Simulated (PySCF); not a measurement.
## Electron correlation in W (tungsten, neutral)

[Xe] 4f14 5d4 6s1 6p1, one real determinant (an excited configuration). Calculation: PySCF 2.14, in ANO-RCC-VTZP; scalar relativity by spin-free X2C-1e. Frozen: [Xe] 4f14; 6 electrons correlated.

| level | correlation energy (mhartree) |
| --- | --- |
| CCSD | -57.54 |
| (T) | -1.21 |
| CCSD(T) | -58.75 |

Diagnostics: T1 = 0.014, D1 = 0.0478, largest double amplitude 0.093.

The real determinant used has ⟨L²⟩ near 8 against 12 for a pure F term, so it mixes terms. Spin-orbit coupling, absent here, splits the open shell strongly.

Cost of the coupled-cluster step: of the order of 15 core-seconds, for 6 correlated electrons.

Iterations:

```
CC2 = 0
CCSD nocc = (np.int64(6), np.int64(0)), nmo = (70, 70)
frozen orbitals [[0, 1, 2, 3, 4, 5, 6, 7, 8, 9, 10, 11, 12, 13, 14, 15, 16, 17, 18, 19, 20, 21, 22, 23, 24, 25, 26, 27, 28, 29, 30, 31, 32, 33], [0, 1, 2, 3, 4, 5, 6, 7, 8, 9, 10, 11, 12, 13, 14, 15, 16, 17, 18, 19, 20, 21, 22, 23, 24, 25, 26, 27, 28, 29, 30, 31, 32, 33]]
max_cycle = 100
direct = 0
conv_tol = 1e-08
conv_tol_normt = 1e-06
diis_space = 8
diis_start_cycle = 0
Init t2, MP2 energy = -0.0494258778720643
Init E_corr(UCCSD) = -0.0494258778763752
cycle = 1  E_corr(UCCSD) = -0.055398504081099  dE = -0.0059726262  norm(t1,t2) = 0.0289854
cycle = 2  E_corr(UCCSD) = -0.0565123608869849  dE = -0.00111385681  norm(t1,t2) = 0.0129515
cycle = 3  E_corr(UCCSD) = -0.057133069450566  dE = -0.000620708564  norm(t1,t2) = 0.00834023
cycle = 4  E_corr(UCCSD) = -0.0571355415906108  dE = -2.47214004e-06  norm(t1,t2) = 0.0057841
cycle = 5  E_corr(UCCSD) = -0.0574681045154808  dE = -0.000332562925  norm(t1,t2) = 0.00467393
cycle = 6  E_corr(UCCSD) = -0.0575211325618967  dE = -5.30280464e-05  norm(t1,t2) = 0.00164592
cycle = 7  E_corr(UCCSD) = -0.0575382485801671  dE = -1.71160183e-05  norm(t1,t2) = 0.000636928
cycle = 8  E_corr(UCCSD) = -0.05753517023836  dE = 3.07834181e-06  norm(t1,t2) = 0.000394116
cycle = 9  E_corr(UCCSD) = -0.0575449547070844  dE = -9.78446872e-06  norm(t1,t2) = 0.000175283
cycle = 10  E_corr(UCCSD) = -0.0575437416969168  dE = 1.21301017e-06  norm(t1,t2) = 3.13654e-05
cycle = 11  E_corr(UCCSD) = -0.0575437500899861  dE = -8.39306923e-09  norm(t1,t2) = 6.2063e-06
cycle = 12  E_corr(UCCSD) = -0.057543792083445  dE = -4.1993459e-08  norm(t1,t2) = 1.92226e-06
cycle = 13  E_corr(UCCSD) = -0.0575437907316113  dE = 1.35183372e-09  norm(t1,t2) = 7.24072e-07
UCCSD converged
E(UCCSD) = -16137.6698008668  E_corr = -0.0575437907316113
UCCSD(T) correction = -0.00120746485043333
```

The basis was made for the ground configuration and has no added diffuse functions, which can raise the energy of the promoted electron.

The reference is one real determinant that mixes LS terms of this configuration.
